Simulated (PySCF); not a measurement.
Compound: C₄H₃F₂NO.
Numbering: `[F:1][CH:2]([F:3])[c:4]1[cH:5][n:6][o:7][cH:8]1` (hydrogens: H9 on C2; H10 on C5; H11 on C8)

Computed with PBE0-D3(BJ)/def2-SVP geometry optimisation, gas phase in PySCF 2.14.0.

(1) Give the optimised bond lengths and angles.

Answers

(1) 
```tsv
bond	length (Å)	order
F1–C2, C2–F3	1.351	single
C2–C4	1.488	single
C4–C5	1.423	aromatic
C5–N6	1.306	aromatic
N6–O7	1.362	aromatic
O7–C8	1.329	aromatic
C4–C8	1.362	aromatic
C2–H9	1.105	single
C5–H10	1.090	single
C8–H11	1.088	single
```

Bonds in one row agree within 0.01 Å and their mean is given. Orders are formal, as drawn. A selection of angles:
```tsv
angle	degrees
F1–C2–F3	108.4
F1–C2–C4	109.8
F1–C2–H9	107.9
C4–C2–H9	112.9
C2–C4–C5	128.8
C2–C4–C8	128.4
C5–C4–C8	102.8
C4–C5–N6	111.5
C4–C5–H10	128.9
N6–C5–H10	119.6
C5–N6–O7	106.0
N6–O7–C8	110.0
O7–C8–H11	117.0
C4–C8–O7	109.7
C4–C8–H11	133.2
```

Torsions: F1–C2–C4–C5 171° (antiperiplanar). The mirror-image conformer, all signs reversed, is as good.

The 5-membered ring C4–C5–N6–O7–C8 has internal angles of 102.8° to 111.5°; it is planar, 0.00 Å rms from its mean plane, widest ring torsion 0°. Of the pairs four or more bonds apart, F1···H11 is among the closest relative to their van der Waals radii: 2.79 Å, 104 % of the sum of Bondi's values. The 3 C–C bonds span 1.362 Å (C4–C8, aromatic) to 1.488 Å (C2–C4, drawn single), a spread of 0.126 Å.

Point group: C1 (no symmetry element, even within 0.4 Å). Stationary, but not proved a minimum. One conformer, not necessarily the lowest.

Cost: about 4 min of CPU time on one thread; the machine was shared, so the figure is rough. These figures are those of the optimisation.
